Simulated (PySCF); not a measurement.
Correlation energy of Ti⁺ (titanium, charge +1)

[Ar] 3d2 4s1, high-spin 4F determinant. Computed with PySCF 2.14 in def2-TZVPPD, with no relativity, point nucleus. Frozen: [Ne]; 11 electrons correlated.

```json
{"level": "CCSD", "correlation energy (mhartree)": "-274.53"}
{"level": "(T)", "correlation energy (mhartree)": "-5.97"}
{"level": "CCSD(T)", "correlation energy (mhartree)": "-280.50"}
```

Diagnostics: T1 = 0.0098, D1 = 0.0346, largest double amplitude 0.019.

Cost of the coupled-cluster step: of the order of 9 core-seconds, for 11 correlated electrons.

This basis was not built for core-valence correlation, so the inner-shell part is incomplete.
